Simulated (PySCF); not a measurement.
Unknown compound

Molecular formula: C$_{4}$H$_{8}$F$_{2}$O$_{3}$Si. Simulated spectra:

¹H NMR (500 MHz, computed): δ 4.91 (s, 3H), 4.30 (m, 1H), 4.19 (m, 1H), 3.90 (s, 3H).

¹³C{¹H} NMR (computed): δ 160.2 (C), 129.4 (C), 75.2 (CH2), 55.5 (CH3).

Averaged over atoms made equivalent by symmetry, fast rotation or ring inversion, gas phase, non-relativistic Hamiltonian, one computed conformer. PBE0/pcSseg-1 with gauge-including orbitals; GFN2-xTB geometry; PySCF 2.14.0 with density-fitted response routines.

Chemical shifts δ = σref − σ; TMS for ¹H, ¹³C, all at this level.

Deduce the structure.

Results:


- The formula gives 1 degree of unsaturation (no ring in the answer).
- 4 carbon signals for 4 carbons: no two carbons are equivalent.
- Carbon types of the structure: 2 × C, 1 × CH2, 1 × CH3, leaving 3 H on heteroatoms.
- δC 160.2: alkene carbon bearing oxygen; an sp2 carbon further deshielded by the attached heteroatom.
- δC 129.4: sp3 carbon bearing two oxygens; 4 electronegative neighbours deshield it.
- δC 75.2: β carbon of an enol-ether or enamine type C=C; the O or N lone pair pushes π density onto this β carbon and shields it.
- δC 55.5: methyl carbon bonded to O; deshielded by the electronegative neighbour.
- δH 4.91: hydrogen on a silicon bonded to O.
- δH 4.30, 4.19: hydrogen on a β carbon of an enol-ether or enamine type C=C; lone-pair donation from O or N shields it, upfield of ordinary alkene protons.
- δH 3.90: hydrogen on a methyl carbon bonded to O; its carbon carries O, which withdraws density.

These data were computed for `FC(OC(=C)O[SiH3])(F)OC`.

The data come from this structure; uniqueness wasn't tested.

Splittings by ¹⁹F in the carbon and heteronuclear signals aren't shown, as no couplings were computed. Shifts are as computed. Against solution values, carbons near 30 ppm lie about +3 ppm off and those near 130 ppm about +5 ppm. Of 1309 compounds with measured shifts, 239 miss one by over three times the rms of a fit or turn the order of signals round; such compounds aren't used in these exercises. No couplings were computed; multiplicities are counted from neighbouring protons, with m where these are inequivalent, close in shift, in a saturated or five-membered ring or joined by F or P, and br s for small geminal =CH2 splittings.
